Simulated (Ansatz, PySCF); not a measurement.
Noncovalent pair: H2 (SMILES [H][H]) (first 2 atoms) with CH6Si (SMILES C[SiH3]); geometry from B3LYP-D3(BJ)/def2-TZVP, rigid monomers moved along the line of their centres of mass till H1···Si4 is 3.07 Å.
(charge 0, multiplicity 1):
```xyz
10

H     -0.6120     0.3041     0.1378
H      0.0307     0.2685    -0.2356
C      0.7157    -1.0884     2.9007
Si    -0.2847     0.4729     3.1835
H      1.6765    -1.0324     3.4156
H      0.9095    -1.2385     1.8374
H      0.1827    -1.9644     3.2747
H     -0.5473     0.6686     4.6305
H     -1.5895     0.3925     2.4821
H      0.4426     1.6616     2.6763
```

Counterpoise-corrected where a basis set is named; no monomer relaxation. Rows marked so take none.

Rows in 3-21G, 6-31G* carry no dispersion term and start afresh at each structure (6-31G* with six Cartesian d functions).

Run with Ansatz (a quantum-chemistry and plane-wave program) with Gaussian orbitals; PySCF for 3-21G rows, 6-31G* rows, the dispersion terms. 

Task: One of these levels gives 4.4 kJ/mol for the interaction energy. Which?
A. HF/3-21G (no counterpoise)
B. HF/6-31G* (no counterpoise)
C. B3LYP/3-21G (no counterpoise)
D. B3LYP-D3(BJ)/def2-TZVPPD

Result: B, HF/6-31G* (no counterpoise). The others give 3.0 (HF/3-21G (no counterpoise)), 1.4 (B3LYP/3-21G (no counterpoise)), -1.1 (B3LYP-D3(BJ)/def2-TZVPPD)
